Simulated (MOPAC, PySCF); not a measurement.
Constitutional and geometric isomers with formula H4OSi2. Isolated molecules, 0 K electronic values unless said otherwise. One relaxed conformer stands for each flexible species; it need not be the lowest. Strings in code marks are SMILES.

Quantity: electronic energy of isomers of H4OSi2 relative to `O=[SiH][SiH3]`, in kcal/mol. Semi-empirical values (MOPAC) are differences of heats of formation.

Level 1: frozen-core MP2/6-31G* // PBE0-D4/def2-TZVP (PySCF)
Level 2: HF/STO-3G // PBE0-D4/def2-TZVP (PySCF)
Level 3: PM3 // PBE0-D4/def2-TZVP (MOPAC)
Level 4: PM6 // PBE0-D4/def2-TZVP (MOPAC)

```csv
species,level 1,level 2,level 3,level 4
`O[SiH]=[SiH2]` (H–O–Si–Si torsion 29°),13.4,13.6,0.69,18.2
```
